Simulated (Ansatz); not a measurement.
OsO2. Charge 0, multiplicity 1. Geometry r2SCAN-D4/def2-TZVP.

```xyz
3

Os   -0.403   -0.208   -0.306
O     1.101    0.062   -1.004
O    -0.698    0.146    1.310
```

In the def2 sets Os takes a core potential; there is no spin–orbit coupling. B3LYP takes the VWN-RPA correlation. HSE06 is defined as in plane-wave codes, on full-range PBE exchange. The restricted singlet is unstable towards broken spin symmetry at other levels; at B3LYP-D4/def2-TZVP, PBE0-D4/def2-SVP, r2SCAN0-D4/def2-TZVP, HSE06-D4/def2-TZVP and others this wasn't settled. At PBE0-D4/def2-TZVP a triplet of charge 0 lies 0.73 eV below the restricted singlet, each at its own geometry. The structure comes from a short search, and lower isomers may exist.

(1) Estimate the orbital energies around the gap (eV) in Ansatz with B3LYP-D4/def2-TZVP, PBE0-D4/def2-SVP, r2SCAN0-D4/def2-TZVP, HSE06-D4/def2-TZVP, BHLYP-D4/def2-TZVP.

Answers

(1) 
```json
{"orbital": "HOMO−5", "B3LYP-D4/def2-TZVP": "-12.31", "PBE0-D4/def2-SVP": "-12.59", "r2SCAN0-D4/def2-TZVP": "-12.80", "HSE06-D4/def2-TZVP": "-12.14", "BHLYP-D4/def2-TZVP": "-13.93"}
{"orbital": "HOMO−4", "B3LYP-D4/def2-TZVP": "-11.47", "PBE0-D4/def2-SVP": "-11.64", "r2SCAN0-D4/def2-TZVP": "-11.87", "HSE06-D4/def2-TZVP": "-11.26", "BHLYP-D4/def2-TZVP": "-12.93"}
{"orbital": "HOMO−3", "B3LYP-D4/def2-TZVP": "-11.18", "PBE0-D4/def2-SVP": "-11.39", "r2SCAN0-D4/def2-TZVP": "-11.68", "HSE06-D4/def2-TZVP": "-10.99", "BHLYP-D4/def2-TZVP": "-12.90"}
{"orbital": "HOMO−2", "B3LYP-D4/def2-TZVP": "-10.08", "PBE0-D4/def2-SVP": "-10.23", "r2SCAN0-D4/def2-TZVP": "-10.49", "HSE06-D4/def2-TZVP": "-9.86", "BHLYP-D4/def2-TZVP": "-11.59"}
{"orbital": "HOMO−1", "B3LYP-D4/def2-TZVP": "-7.27", "PBE0-D4/def2-SVP": "-7.38", "r2SCAN0-D4/def2-TZVP": "-7.64", "HSE06-D4/def2-TZVP": "-6.99", "BHLYP-D4/def2-TZVP": "-8.95"}
{"orbital": "HOMO", "B3LYP-D4/def2-TZVP": "-7.23", "PBE0-D4/def2-SVP": "-7.38", "r2SCAN0-D4/def2-TZVP": "-7.64", "HSE06-D4/def2-TZVP": "-6.96", "BHLYP-D4/def2-TZVP": "-8.68"}
{"orbital": "LUMO", "B3LYP-D4/def2-TZVP": "-5.24", "PBE0-D4/def2-SVP": "-4.87", "r2SCAN0-D4/def2-TZVP": "-4.85", "HSE06-D4/def2-TZVP": "-5.28", "BHLYP-D4/def2-TZVP": "-4.04"}
{"orbital": "LUMO+1", "B3LYP-D4/def2-TZVP": "-3.49", "PBE0-D4/def2-SVP": "-3.16", "r2SCAN0-D4/def2-TZVP": "-3.16", "HSE06-D4/def2-TZVP": "-3.55", "BHLYP-D4/def2-TZVP": "-1.99"}
{"orbital": "LUMO+2", "B3LYP-D4/def2-TZVP": "-2.44", "PBE0-D4/def2-SVP": "-1.90", "r2SCAN0-D4/def2-TZVP": "-1.98", "HSE06-D4/def2-TZVP": "-2.45", "BHLYP-D4/def2-TZVP": "-1.16"}
{"orbital": "LUMO+3", "B3LYP-D4/def2-TZVP": "-0.68", "PBE0-D4/def2-SVP": "-0.20", "r2SCAN0-D4/def2-TZVP": "-0.16", "HSE06-D4/def2-TZVP": "-0.71", "BHLYP-D4/def2-TZVP": "0.40"}
{"orbital": "LUMO+4", "B3LYP-D4/def2-TZVP": "0.23", "PBE0-D4/def2-SVP": "0.77", "r2SCAN0-D4/def2-TZVP": "0.75", "HSE06-D4/def2-TZVP": "0.18", "BHLYP-D4/def2-TZVP": "1.01"}
{"orbital": "LUMO+5", "B3LYP-D4/def2-TZVP": "1.34", "PBE0-D4/def2-SVP": "2.05", "r2SCAN0-D4/def2-TZVP": "2.13", "HSE06-D4/def2-TZVP": "1.36", "BHLYP-D4/def2-TZVP": "2.20"}
```
